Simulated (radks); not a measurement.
All-electron atom: Ga4+ in [Ne] 3s2 3p5 3d10 (not the ground configuration).

Calculated with a radial shooting solver on a logarithmic mesh with Libxc functionals: Dirac Kohn-Sham, LDA (Slater exchange, VWN5 correlation), spin-unpolarised, spherical densities, finite nucleus; open shells are shared between the two j in proportion to 2j + 1; Fermi nuclear charge, rms radius 3.9973 fm.

Energy parts (hartree):
| part | energy |
|---|---|
| total | -1933.71864 |
| kinetic | 1971.40983 |
| electron-nucleus | -4610.87506 |
| Hartree | 776.61160 |
| exchange-correlation | -70.86500 |

Orbitals (lengths in bohr, moments of r in powers of bohr):
orbital,occ.,eigenvalue (hartree),<r^4>,small-component weight
1s1/2,2,-377.5333,0.00002611,1.25e-02
2s1/2,2,-48.53415,0.005459,2.41e-03
2p1/2,2,-43.29010,0.003846,2.40e-03
2p3/2,4,-42.27369,0.004090,2.36e-03
3s1/2,2,-7.58398,0.3761,5.53e-04
3p1/2,1.66667,-5.87521,0.4606,5.07e-04
3p3/2,3.33333,-5.73823,0.4890,4.95e-04
3d3/2,4,-2.83309,1.045,3.79e-04
3d5/2,6,-2.81426,1.068,3.75e-04
4s1/2,0,-1.88074,19.22,1.02e-04
4p1/2,0,-1.48749,31.12,8.44e-05
4p3/2,0,-1.47095,32.38,8.33e-05

The highest occupied level is 3d5/2 at -76.580 eV. Summed over all electrons, <r^2> = 10.89 bohr^2, which gives a Langevin (diamagnetic) susceptibility term of -8.63 x 10^-6 cm^3/mol. The density falls to 0.001 e/bohr^3 at r = 2.39 bohr.
